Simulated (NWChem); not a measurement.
All runs are NWChem calculations. System: H₄N₂Si, charge 1, spin multiplicity 2, at the geometry of a parent with another charge or spin, in a state set for the comparison that need not be this species' ground state. Its SCF solution wasn't tested for a lower state. Level: UPBE0/cc-pVTZ.

Input file:

```
start mol
memory heap 200 mb stack 900 mb global 1100 mb
charge 1
geometry units angstroms nocenter noautoz
  Si     0.000000     0.000000     0.668612
  N      1.330236     0.000000    -0.444891
  H      1.298763     0.000000    -1.462847
  H      2.286305     0.000000    -0.103203
  N     -1.330236     0.000000    -0.444891
  H     -2.286305     0.000000    -0.103203
  H     -1.298763     0.000000    -1.462847
  symmetry group C2v
end
basis spherical
  * library cc-pvtz
end
dft
  xc pbe0
  odft
  mult 2
  semidirect memsize 60000000 filesize 0
  iterations 100
end
task dft energy
```

Output (cleaned and shortened):

```
             Northwest Computational Chemistry Package (NWChem) 7.3.0
             --------------------------------------------------------

                                NWChem Input Module
                                -------------------

 Scaling coordinates for geometry "geometry" by  1.889725989
 (inverse scale =  0.529177249)

 Turning off AUTOSYM since
 SYMMETRY directive was detected!

                             Geometry "geometry" -> ""
                             -------------------------

 Output coordinates in angstroms (scale by  1.889725989 to convert to a.u.)

  No.       Tag          Charge          X              Y              Z
 ---- ---------------- ---------- -------------- -------------- --------------
    1 Si                  14.0000     0.00000000     0.00000000     0.66861200
    2 N                    7.0000     1.33023600     0.00000000    -0.44489100
    3 H                    1.0000     1.29876300     0.00000000    -1.46284700
    4 H                    1.0000     2.28630500     0.00000000    -0.10320300
    5 N                    7.0000    -1.33023600     0.00000000    -0.44489100
    6 H                    1.0000    -2.28630500     0.00000000    -0.10320300
    7 H                    1.0000    -1.29876300     0.00000000    -1.46284700

 Effective nuclear repulsion energy (a.u.)     102.0749903589

            Nuclear Dipole moment (a.u.)
            ----------------------------
        X                 Y               Z
 ---------------- ---------------- ----------------
    -0.0000000000     0.0000000000    -0.0000113384

      Symmetry information
      --------------------

 Group name             C2v
 Group number             16
 Group order               4
 No. of unique centers     4

      Symmetry unique atoms

     1    2    3    4


 Summary of "ao basis" -> "" (spherical)
 ------------------------------------------------------------------------------
       Tag                 Description            Shells   Functions and Types
 ---------------- ------------------------------  ------  ---------------------
 *                          cc-pvtz                   on all atoms

                                 NWChem DFT Module
                                 -----------------

 Summary of "ao basis" -> "ao basis" (spherical)
 ------------------------------------------------------------------------------
       Tag                 Description            Shells   Functions and Types
 ---------------- ------------------------------  ------  ---------------------
 Si                         cc-pvtz                 12       34   5s4p2d1f
 N                          cc-pvtz                 10       30   4s3p2d1f
 H                          cc-pvtz                  6       14   3s2p1d

 Summary of "ao basis" -> "ao basis" (spherical)
 ------------------------------------------------------------------------------
       Tag                 Description            Shells   Functions and Types
 ---------------- ------------------------------  ------  ---------------------
 Si                         cc-pvtz                 12       34   5s4p2d1f
 N                          cc-pvtz                 10       30   4s3p2d1f
 H                          cc-pvtz                  6       14   3s2p1d

      Symmetry analysis of basis
      --------------------------

        a1         55
        a2         21
        b1         48
        b2         26

            General Information
            -------------------
[...]
    44     -0.090278  2 N  pz               102     -0.090278  5 N  pz

 Vector   17  Occ=0.000000D+00  E=-2.365669D-01  Symmetry=b2
              MO Center=  6.0D-15, -2.9D-15,  6.1D-01, r^2= 2.8D+00
   Bfn.  Coefficient  Atom+Function         Bfn.  Coefficient  Atom+Function
  ----- ------------  ---------------      ----- ------------  ---------------
    10      0.549657  1 Si py                16      0.549807  1 Si py
    46     -0.234640  2 N  py               104     -0.234640  5 N  py
    43     -0.160828  2 N  py               101     -0.160828  5 N  py
    40     -0.134797  2 N  py                98     -0.134797  5 N  py
    13      0.075755  1 Si py                19      0.058148  1 Si d -1

 Vector   18  Occ=0.000000D+00  E=-1.710000D-01  Symmetry=b1
              MO Center=  4.2D-14, -2.1D-15,  6.9D-01, r^2= 4.5D+00
   Bfn.  Coefficient  Atom+Function         Bfn.  Coefficient  Atom+Function
  ----- ------------  ---------------      ----- ------------  ---------------
    15      0.795060  1 Si px                38     -0.763561  2 N  s
    96      0.763561  5 N  s                  9      0.357086  1 Si px
    67      0.259005  3 H  s                139     -0.259005  7 H  s
    66      0.215884  3 H  s                138     -0.215884  7 H  s
    36     -0.163401  2 N  s                 94      0.163401  5 N  s

   alpha - beta orbital overlaps
   -----------------------------

   alpha      1      2      3      4      5      6      7      8      9     10
    beta      1      2      3      4      5      7      6      8      9     10
 overlap   1.000  1.000  1.000  1.000  1.000  1.000  1.000  1.000  1.000  0.982

   alpha     11     12     13     14     15     16     17     18     19     20
    beta     11     12     13     16     14     15     17     18     19     20
 overlap   0.989  0.997  0.997  0.984  0.998  1.000  0.993  0.988  0.971  0.869

   alpha     21     22     23     24     25     26     27     28     29     30
    beta     21     22     23     24     25     26     27     29     28     30
 overlap   0.867  0.985  0.995  0.957  0.980  0.987  0.999  0.981  0.953  0.995

   alpha     31     32     33     34     35     36     37     38     39     40
    beta     31     32     33     34     36     35     37     38     39     40
 overlap   0.986  0.998  0.994  0.986  0.991  1.000  0.981  0.997  0.997  0.989

   alpha     41     42     43     44     45     46     47     48     49     50
    beta     41     43     42     44     45     46     47     48     49     52
 overlap   0.996  0.994  1.000  0.996  0.999  0.997  0.999  0.996  0.993  0.992

   alpha     51     52     53     54     55     56     57     58     59     60
    beta     50     51     54     53     55     56     57     58     59     60
 overlap   0.917  0.998  0.920  0.986  0.988  0.992  0.996  0.987  0.994  0.989

   alpha     61     62     63     64     65     66     67     68     69     70
    beta     61     62     63     64     65     66     67     68     69     70
 overlap   0.997  0.997  0.997  0.990  0.994  0.998  0.999  0.997  0.997  1.000

   alpha     71     72     73     74     75     76     77     78     79     80
    beta     71     72     73     74     75     76     77     78     79     80
 overlap   0.999  0.999  0.997  0.999  0.999  0.999  0.999  1.000  0.999  1.000

   alpha     81     82     83     84     85     86     87     88     89     90
    beta     81     82     83     84     85     86     87     88     89     90
 overlap   1.000  1.000  1.000  1.000  1.000  1.000  1.000  1.000  1.000  1.000

   alpha     91     92     93     94     95     96     97     98     99    100
    beta     91     92     93     94     95     96     97     98     99    100
 overlap   1.000  1.000  1.000  0.995  1.000  0.995  1.000  1.000  1.000  1.000

   alpha    101    102    103    104    105    106    107    108    109    110
    beta    101    102    103    104    105    106    107    108    109    110
 overlap   1.000  1.000  1.000  1.000  1.000  1.000  1.000  0.999  1.000  0.998

   alpha    111    112    113    114    115    116    117    118    119    120
    beta    111    112    113    114    115    116    117    118    119    120
 overlap   0.999  0.998  1.000  1.000  1.000  1.000  1.000  1.000  1.000  1.000

   alpha    121    122    123    124    125    126    127    128    129    130
    beta    121    122    123    124    125    126    127    128    129    130
 overlap   1.000  1.000  1.000  1.000  1.000  1.000  1.000  1.000  1.000  1.000

   alpha    131    132    133    134    135    136    137    138    139    140
    beta    131    132    133    134    135    136    137    138    139    140
 overlap   1.000  1.000  1.000  1.000  1.000  1.000  1.000  1.000  1.000  1.000

   alpha    141    142    143    144    145    146    147    148    149    150
    beta    141    142    143    144    145    146    147    148    149    150
 overlap   1.000  1.000  1.000  1.000  1.000  1.000  1.000  1.000  1.000  1.000

     --------------------------
     Expectation value of S2:
     --------------------------
      <S2> =      0.7552 (Exact =     0.7500)

 center of mass
 --------------
 x =   0.00000000 y =   0.00000000 z =   0.09727941

 moments of inertia (a.u.)
 ------------------
          79.369852794707           0.000000000000          -0.000000000000
           0.000000000000         306.110293250107           0.000000000000
          -0.000000000000           0.000000000000         226.740440455401

     Multipole analysis of the density
     ---------------------------------

     L   x y z        total         alpha         beta         nuclear
     -   - - -        -----         -----         ----         -------
     0   0 0 0      1.000000    -16.000000    -15.000000     32.000000

     1   1 0 0     -0.000000     -0.000000      0.000000     -0.000000
     1   0 1 0     -0.000000     -0.000000     -0.000000      0.000000
     1   0 0 1      0.294109     -0.913251      1.207371     -0.000011

     2   2 0 0     -8.181882    -73.894849    -72.134905    137.847872
     2   1 1 0      0.000000      0.000000     -0.000000      0.000000
     2   1 0 1     -0.000000      0.000000     -0.000000     -0.000000
     2   0 2 0    -17.999841     -9.734839     -8.265001      0.000000
     2   0 1 1      0.000000      0.000000      0.000000      0.000000
     2   0 0 2    -10.306562    -32.682335    -25.229102     47.604875

 Task  times  cpu:        6.2s     wall:        6.2s

 Total times  cpu:        6.2s     wall:        6.2s
```
